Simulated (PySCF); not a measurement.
Sn(H)2(F)(NH2) (FH4NSn), SMILES [NH2][SnH2][F]. Atoms are numbered in the order given.

```xyz
7

Sn    -0.2828    -0.0451     0.0000
N      0.6560     1.7424     0.0000
F      1.0410    -1.4802     0.0000
H     -1.1363    -0.2296    -1.4640
H     -1.1363    -0.2296     1.4640
H      1.2259     1.9198    -0.8242
H      1.2259     1.9198     0.8242
```
Charge 0, spin multiplicity 1.

The structure is a stationary point at PBE0-D3(BJ)/def2-SVP. The def2 effective core potentials stand for the cores of Sn; spin–orbit coupling is left out. One conformer was computed; it need not be the lowest.

All values below come from PySCF with ωB97X/def2-TZVPD.

Mulliken values depend strongly on the basis, most of all with diffuse functions as here. ESP charges are fitted to the potential on shells at 1.4 to 2.0 van der Waals radii. Atomic charges (e):

```tsv
atom	ESP fit	Mulliken
Sn1	0.86	0.93
N2	-0.99	-0.66
F3	-0.43	-0.56
H4	-0.09	-0.07
H5	-0.09	-0.07
H6	0.37	0.22
H7	0.37	0.22
```
